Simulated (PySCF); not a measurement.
Radial density of Mo (molybdenum, neutral)

UHF, [Kr] 4d5 5p1, high-spin 7P determinant (an excited configuration). All numbers are calculated (PySCF 2.14, scalar relativity by spin-free X2C-1e, in x2c-TZVPPall with one added diffuse shell each of s, p, d, f type (9s7p7d3f1g, 95 functions)).

```tsv
r (bohr)	4πr²ρ (e/bohr)	4πr²(ρα − ρβ)
0.0380	47.49	-0.0040
0.0640	48.67	0.0002
0.108	65.76	0.0873
0.181	45.13	0.4097
0.305	48.66	0.5222
0.512	30.09	-0.0071
0.862	11.17	1.2224
1.45	8.214	2.9779
2.44	1.799	1.4518
4.10	0.3845	0.3835
6.90	0.1119	0.1119
11.6	0.005163	0.0052
19.5	4.929e-05	0.0000
```

Densities and radii are taken from the X2C orbitals without a picture-change correction, which distorts them close to the nucleus.

(1) Where is the radial spin density 4πr²(ρα − ρβ) most negative, and why is it negative at all?

## Answers

(1) Around r = 0.512 bohr, down to -0.0071 e/bohr: exchange with the open shell polarises the paired shells in an unrestricted calculation.
